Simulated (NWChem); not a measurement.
System: MoNH₂SOCl; SMILES [Mo](=[NH])([OH])(=[S])[Cl]

NWChem input:

```
start job
memory heap 200 mb stack 900 mb global 1100 mb
geometry units angstroms noautoz
  Mo    -0.177056    -0.069471     0.024037
  N     -1.104359    -0.098281    -1.408388
  H     -1.314465    -0.413338    -2.355287
  S      1.292412    -1.576357    -0.115597
  Cl     0.821265     1.974391     0.147222
  O     -1.297955    -0.407890     1.469779
  H     -2.259905    -0.448417     1.400856
end
basis spherical
  Mo library def2-svp
  N library def2-svp
  H library def2-svp
  S library def2-svp
  Cl library def2-svp
  O library def2-svp
end
ecp
  Mo library def2-ecp
end
dft
  xc mpw1k
  iterations 150
  mulliken
end
task dft energy
```

Parts of the log:

```
             Northwest Computational Chemistry Package (NWChem) 7.3.0
             --------------------------------------------------------

 C1  symmetry detected

                             Geometry "geometry" -> ""
                             -------------------------

 Output coordinates in angstroms (scale by  1.889725989 to convert to a.u.)

  No.       Tag          Charge          X              Y              Z
 ---- ---------------- ---------- -------------- -------------- --------------
    1 Mo                  42.0000    -0.23044919    -0.08560160    -0.03937367
    2 N                    7.0000    -0.90045704    -0.22802577    -1.60250101
    3 H                    1.0000    -0.93757238    -0.60152446    -2.55073323
    4 S                   16.0000     1.28613274    -1.53825145     0.15893655
    5 Cl                  17.0000     0.67058943     1.99996316     0.12718041
    6 O                    8.0000    -1.56930994    -0.39022624     1.21592217
    7 H                    1.0000    -2.50402687    -0.47256847     0.98950522

 Effective nuclear repulsion energy (a.u.)     688.2349786060

                                 NWChem DFT Module
                                 -----------------

 Summary of "ao basis" -> "ao basis" (spherical)
 ------------------------------------------------------------------------------
       Tag                 Description            Shells   Functions and Types
 ---------------- ------------------------------  ------  ---------------------
 Mo                         def2-svp                11       31   5s3p2d1f
 N                          def2-svp                 6       14   3s2p1d
 H                          def2-svp                 3        5   2s1p
 S                          def2-svp                 8       18   4s3p1d
 Cl                         def2-svp                 8       18   4s3p1d
 O                          def2-svp                 6       14   3s2p1d

            General Information
            -------------------
          SCF calculation type: DFT
          Wavefunction type:  closed shell.
          No. of atoms     :     7
          No. of electrons :    64
           Alpha electrons :    32
            Beta electrons :    32
          Charge           :     0
          Spin multiplicity:     1
          Use of symmetry is: off; symmetry adaption is: off
          Maximum number of iterations: 150
          AO basis - number of functions:   105
                     number of shells:    45
          Convergence on energy requested:  1.00D-06
          Convergence on density requested:  1.00D-05
          Convergence on gradient requested:  5.00D-04

              XC Information
              --------------
                        MPW1K Method XC Functional
                     Hartree-Fock (Exact) Exchange  0.428
                        mPW91  Exchange Functional  0.572
                Perdew 1991 Correlation Functional  1.000 non-local
            Perdew 1991 LDA Correlation Functional  1.000 local

             Grid Information
             ----------------
          Grid used for XC integration:  medium
          Radial quadrature: Mura-Knowles
          Angular quadrature: Lebedev.
          Tag              B.-S. Rad. Rad. Pts. Rad. Cut. Ang. Pts.
          ---              ---------- --------- --------- ---------
          Mo                  1.45      123           9.0       590
          N                   0.65       49           9.0       434
          H                   0.35       45          11.0       434
          S                   1.00       88          11.0       590
          Cl                  1.00       88          11.0       590
          O                   0.60       49          10.0       434
          Grid pruning is: on
          Number of quadrature shells:   487
          Spatial weights used:  Erf1

      Superposition of Atomic Density Guess
      -------------------------------------

 Sum of atomic energies:       -1063.89671907

      Non-variational initial energy
      ------------------------------

 Total energy =   -1054.729560
 1-e energy   =   -2132.379665
 2-e energy   =     748.306621
 HOMO         =      -0.334432
 LUMO         =      -0.055613

     ---------------------------------------------
      Total Density - Mulliken Population Analysis
     ---------------------------------------------

    Atom       Charge   Shell Charges
 -----------   ------   -------------------------------------------------------
    1 Mo  14    11.62  -0.39  1.55  0.87  0.32  0.05  5.94  0.37  0.16  2.20  0.50  0.06
    2 N    7     7.96   1.99  1.10  0.57  2.60  1.68  0.01
    3 H    1     0.74   0.58  0.12  0.04
    4 S   16    16.76   2.00  1.99  1.25  0.65  5.94  1.94  2.97  0.03
    5 Cl  17    17.45   2.00  1.99  1.23  0.72  5.94  2.18  3.38  0.01
    6 O    8     8.84   1.99  1.11  0.68  3.09  1.97  0.00
    7 H    1     0.63   0.51  0.06  0.06

   convergence    iter        energy       DeltaE   RMS-Dens  Diis-err
 ---------------- ----- ----------------- --------- --------- ---------
 d= 0,ls=0.0,diis     1  -1057.1317610263 -1.39D+03  3.94D-02  2.87D+00
 d= 0,ls=0.0,diis     2  -1053.4783405427  3.65D+00  3.11D-02  3.26D+01
 d= 0,ls=0.0,diis     3  -1057.4689973170 -3.99D+00  5.24D-03  3.13D-01
 d= 0,ls=0.0,diis     4  -1057.4854476734 -1.65D-02  2.36D-03  1.54D-01
 d= 0,ls=0.0,diis     5  -1057.5036767786 -1.82D-02  5.39D-04  3.60D-03
  Resetting Diis
 d= 0,ls=0.0,diis     6  -1057.5039644478 -2.88D-04  2.56D-04  1.29D-03
 d= 0,ls=0.0,diis     7  -1057.5041277080 -1.63D-04  2.06D-04  1.47D-04
 d= 0,ls=0.0,diis     8  -1057.5040639927  6.37D-05  1.45D-04  7.37D-04
 d= 0,ls=0.0,diis     9  -1057.5041435327 -7.95D-05  3.54D-05  2.66D-05
 d= 0,ls=0.0,diis    10  -1057.5041466633 -3.13D-06  1.38D-05  1.74D-06
 d= 0,ls=0.0,diis    11  -1057.5041469250 -2.62D-07  9.34D-06  4.51D-07

         Total DFT energy =    -1057.504146924970
      One electron energy =    -2136.429945357758
           Coulomb energy =      827.490060141299
    Exchange-Corr. energy =      -77.907746741986
 Nuclear repulsion energy =      329.343485033474

 Numeric. integr. density =       64.000004093209

                       DFT Final Molecular Orbital Analysis
                       ------------------------------------

 Vector   30  Occ=2.000000D+00  E=-3.668051D-01
              MO Center=  3.2D-01,  4.6D-01, -2.3D-01, r^2= 4.5D+00
   Bfn.  Coefficient  Atom+Function         Bfn.  Coefficient  Atom+Function
  ----- ------------  ---------------      ----- ------------  ---------------
    81      0.424890  5 Cl pz                78      0.311602  5 Cl pz
    36     -0.245323  2 N  py                39      0.196362  2 N  py
    75      0.180416  5 Cl pz                16     -0.167912  1 Mo d -1
    61      0.158582  4 S  px                63      0.154371  4 S  pz
     7     -0.145459  1 Mo py                58      0.138731  4 S  px

 Vector   31  Occ=2.000000D+00  E=-3.277527D-01
              MO Center=  7.4D-01, -7.4D-01,  1.8D-01, r^2= 3.6D+00
   Bfn.  Coefficient  Atom+Function         Bfn.  Coefficient  Atom+Function
  ----- ------------  ---------------      ----- ------------  ---------------
    61      0.321877  4 S  px                62      0.321265  4 S  py
    79     -0.273378  5 Cl px                58      0.239565  4 S  px
    59      0.238912  4 S  py                19      0.233307  1 Mo d  2
    76     -0.187723  5 Cl px                63     -0.177478  4 S  pz
    91     -0.165374  6 O  py                94     -0.141904  6 O  py

 Vector   32  Occ=2.000000D+00  E=-3.139766D-01
              MO Center=  6.2D-01, -9.1D-01, -2.0D-01, r^2= 3.6D+00
   Bfn.  Coefficient  Atom+Function         Bfn.  Coefficient  Atom+Function
  ----- ------------  ---------------      ----- ------------  ---------------
    63      0.464760  4 S  pz                60      0.341340  4 S  pz
    36      0.229531  2 N  py                62      0.203739  4 S  py
    39     -0.192563  2 N  py                57      0.193302  4 S  pz
    35     -0.163831  2 N  px                59      0.148886  4 S  py
    38      0.147658  2 N  px                18     -0.118029  1 Mo d  1

 Vector   33  Occ=0.000000D+00  E=-8.626492D-02
              MO Center=  8.7D-02, -2.7D-01, -4.4D-02, r^2= 3.0D+00
   Bfn.  Coefficient  Atom+Function         Bfn.  Coefficient  Atom+Function
  ----- ------------  ---------------      ----- ------------  ---------------
    19      0.555315  1 Mo d  2              15      0.364236  1 Mo d -2
    61     -0.348875  4 S  px                16     -0.288190  1 Mo d -1
    18     -0.217078  1 Mo d  1              79     -0.213280  5 Cl px
    38      0.191748  2 N  px                63     -0.188837  4 S  pz
    24      0.170571  1 Mo d  2              62     -0.165770  4 S  py

 Vector   34  Occ=0.000000D+00  E=-7.638665D-02
              MO Center= -2.8D-02, -3.4D-01, -3.3D-03, r^2= 2.8D+00
   Bfn.  Coefficient  Atom+Function         Bfn.  Coefficient  Atom+Function
  ----- ------------  ---------------      ----- ------------  ---------------
    16      0.598156  1 Mo d -1              19      0.440861  1 Mo d  2
    62     -0.286908  4 S  py                15     -0.247845  1 Mo d -2
    63      0.244039  4 S  pz                94     -0.203032  6 O  py
    91     -0.197776  6 O  py                39      0.196316  2 N  py
    36     -0.163514  2 N  py                81     -0.155296  5 Cl pz

 Vector   35  Occ=0.000000D+00  E=-4.337943D-02
              MO Center= -1.5D-01, -6.6D-02, -3.3D-01, r^2= 3.1D+00
   Bfn.  Coefficient  Atom+Function         Bfn.  Coefficient  Atom+Function
  ----- ------------  ---------------      ----- ------------  ---------------
    15      0.535267  1 Mo d -2              17     -0.367788  1 Mo d  0
    16      0.346756  1 Mo d -1              80      0.348026  5 Cl py
    72     -0.284441  5 Cl s                 39      0.270457  2 N  py
    34      0.248787  2 N  s                 20      0.241097  1 Mo d -2
    62      0.240222  4 S  py                36     -0.234500  2 N  py

     ---------------------------------------------
      Total Density - Mulliken Population Analysis
     ---------------------------------------------

    Atom       Charge   Shell Charges
 -----------   ------   -------------------------------------------------------
    1 Mo  14    13.26  -0.40  1.63  0.81  0.29 -0.02  6.00  0.57  0.19  3.49  0.63  0.08
    2 N    7     7.36   1.99  1.03  0.59  2.31  1.42  0.01
    3 H    1     0.81   0.69  0.07  0.05
    4 S   16    16.13   2.00  1.99  1.27  0.63  5.93  1.77  2.51  0.04
    5 Cl  17    17.23   2.00  1.99  1.25  0.70  5.93  2.13  3.21  0.02
    6 O    8     8.47   1.99  1.07  0.71  2.85  1.84  0.01
    7 H    1     0.75   0.65  0.02  0.07

     -------------------------------------------
      Total Density - Lowdin Population Analysis
     -------------------------------------------

    Atom       Charge   Shell Charges
 -----------   ------   -------------------------------------------------------
    1 Mo  14    14.42   0.00  0.98  0.92  0.34  0.13  5.65  1.04  0.44  3.20  1.57  0.12
    2 N    7     7.06   1.97  0.80  0.47  2.15  1.62  0.03
    3 H    1     0.89   0.57  0.19  0.13
    4 S   16    15.75   2.00  1.96  0.97  0.66  5.81  1.87  2.43  0.05
    5 Cl  17    16.88   2.00  1.96  1.02  0.74  5.82  2.25  3.07  0.02
    6 O    8     8.14   1.97  0.88  0.59  2.70  1.97  0.01
    7 H    1     0.87   0.54  0.15  0.19

     Multipole analysis of the density
     ---------------------------------

     L   x y z        total         alpha         beta         nuclear
     -   - - -        -----         -----         ----         -------
     0   0 0 0     -0.000000    -32.000000    -32.000000     64.000000

     1   1 0 0     -1.183963     -6.688783     -6.688783     12.193603
     1   0 1 0     -0.321116     -2.425248     -2.425248      4.529380
     1   0 0 1     -0.687376     -1.385364     -1.385364      2.083352

     2   2 0 0    -40.384038   -140.503407   -140.503407    240.622776
     2   1 1 0      1.298037      1.532601      1.532601     -1.767165
     2   1 0 1      0.568308      1.003958      1.003958     -1.439608
     2   0 2 0    -47.153084   -216.640594   -216.640594    386.128105
     2   0 1 1      1.641812      0.306293      0.306293      1.029226
     2   0 0 2    -41.518153    -88.591462    -88.591462    135.664771
```

Level: MPW1K/def2-SVP with def2 effective core potentials on Mo. Structure relaxed at the PBE0/def2-SVP level. Not confirmed as a minimum by frequencies. def2 effective core potentials on Mo; no spin-orbit coupling.
